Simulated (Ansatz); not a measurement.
System: CaS, charge 0, multiplicity 1. SMILES: [S]=[Ca]
Structure (B3LYP-D3(BJ)/def2-TZVP (Ansatz, a quantum-chemistry and plane-wave program) minimum search):
```xyz
2

Ca     0.0000     0.0000    -1.0302
S      0.0000     0.0000     1.2878
```

Parts of the frozen-core correlation energy in def2-SVP (Ansatz, hartree). Frozen orbitals: 14; correlated occupied orbitals by spin: 4 and 4; virtual: 24 and 24. Spin-orbit coupling is left out. Non-relativistic.

```tsv
term	value
reference (HF)	-1074.07156
MP2 opposite-spin	-0.10745
MP2 same-spin	-0.03948
CCSD correlation	-0.15715
(T)	-0.00865
CCSDT minus CCSD(T)	-0.00046
CCSDT(Q) minus CCSD(T)	-0.00140
T1 diagnostic	0.043
largest doubles amplitude	0.073
```
